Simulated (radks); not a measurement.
Excited configurations of Mn IX: one electron is placed in a higher orbital outside [Ne] 3s2 3p4. The ground configuration is [Ne] 3s2 3p5. Method: scalar-relativistic Kohn-Sham, r2SCAN, spin-polarised, spherical densities, finite nucleus; open shells are filled with parallel spins first; meta-GGA in the generalised Kohn-Sham scheme; Fermi nuclear charge, rms radius 3.7057 fm; computed with a radial shooting solver on a logarithmic mesh with Libxc functionals. Excitation = E - E(ground); binding = E(ion) - E, where the ion is the core of charge +9; n* = 9/sqrt(2 binding) in atomic units. These energies are relativistic, and a one-electron ion of charge +9 with no core already has n* below n in this formula (scalar-relativistic equation, point nucleus: 4d 4.000, 4f 4.000, 7s 6.998, 7d 6.999, 7f 7.000). The quantum defect is therefore taken as that value minus n*, so that it holds no relativistic shift of the bare ion.

4d: excitation (eV) 138.04; binding (eV) 84.110; quantum defect 0.380; eigenvalue (eV) -79.255; <r> (bohr) 1.872
4f: excitation (eV) 150.39; binding (eV) 71.759; quantum defect 0.081; eigenvalue (eV) -66.552; <r> (bohr) 1.827
7s: excitation (eV) 192.73; binding (eV) 29.417; quantum defect 0.877; eigenvalue (eV) -28.181; <r> (bohr) 6.287
7d: excitation (eV) 196.95; binding (eV) 25.196; quantum defect 0.386; eigenvalue (eV) -24.023; <r> (bohr) 6.983
7f: excitation (eV) 198.60; binding (eV) 23.545; quantum defect 0.158; eigenvalue (eV) -22.356; <r> (bohr) 7.146

The Delta-SCF ionisation energy is 222.15 eV (NIST Atomic Spectra Database: 221.9 eV, semi-empirical). Self-interaction in the functional shifts the binding energies and quantum defects, so they are the method's values and not measured ones. Open shells are spherical and high-spin; term and fine-structure splittings are not resolved.
